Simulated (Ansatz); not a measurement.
Species: fluoro(triiodo)germane, sum formula GeI3F, charge 0, multiplicity 1. 
Geometry from a B3LYP-D3(BJ)/def2-TZVP (Ansatz, an electronic-structure program) optimisation:
SMILES: [F][Ge]([I])([I])[I]
```xyz
5

F      0.0793    -0.0968     2.2189
Ge     0.0172    -0.0210     0.4816
I      2.1808    -0.9912    -0.3445
I     -1.9724    -1.3861    -0.2132
I     -0.2323     2.4064    -0.1099
```

Total electronic energies in hartree. Cores are frozen in the correlated levels unless marked. No spin-orbit coupling. Frozen are the shells of the preceding noble gas and the d and f shells that filled before the atom's block. Past Kr the def2 sets carry scalar-relativistic core potentials. STO-3G rows are all-electron and non-relativistic. CBS(X,Y): correlation extrapolated as X^-3; Hartree-Fock from the larger set. [CCSD(T)-MP2]/basis is that difference in the basis named.

```tsv
level	program	energy (Eh)
HF/STO-3G	Ansatz	-22702.04736
PBE-D3(BJ)/def2-TZVPD	Ansatz + dftd3	-3069.75531
revPBE/def2-TZVPD	Ansatz	-3070.11153
B3LYP/def2-TZVPD	Ansatz	[?]
PBE0-D4/def2-TZVPD	Ansatz + dftd4	-3069.88192
PBE0/def2-QZVPP	Ansatz	-3069.92424
BHLYP/def2-TZVPD	Ansatz	[?]
r2SCAN0/def2-TZVPD	Ansatz	-3070.37972
HSE06-D4/def2-TZVPD	Ansatz + dftd4	[?]
LC-wPBE/def2-TZVPD	Ansatz	-3069.95682
B2PLYP-D4/def2-TZVPD	Ansatz + dftd4	-3068.90945
MP2/def2-QZVPP	Ansatz	-3065.91145
MP2/def2-QZVPPD	Ansatz	-3065.91266
MP2/CBS(def2-TZVPP,def2-QZVPP)	Ansatz	-3065.9783
RI-MP2/CBS(def2-TZVPPD,def2-QZVPPD)	Ansatz	-3065.9756
SCS-MP2/def2-SVP	Ansatz	-3065.11395
SCS-MP2/def2-SVPD	Ansatz	-3065.15836
SCS-MP2/def2-TZVPP	Ansatz	-3065.75032
SCS-MP2/def2-TZVPPD	Ansatz	-3065.75830
CCSD/CBS(def2-TZVPP,def2-QZVPP)	Ansatz	-3066.0061
RI-MP2/CBS(def2-TZVPPD,def2-QZVPPD)+[CCSD(T)-MP2]/def2-TZVPPD	Ansatz	-3066.0475
CCSD(T)/CBS(def2-TZVPP,def2-QZVPP)	Ansatz	-3066.0535
CCSD(T)/CBS(def2-TZVPPD,def2-QZVPPD)	Ansatz	-3066.0505
```

Task: Complete the blanks.

Result: 
- B3LYP/def2-TZVPD, energy (Eh): -3070.51029
- BHLYP/def2-TZVPD, energy (Eh): -3069.98217
- HSE06-D4/def2-TZVPD, energy (Eh): -3069.87448
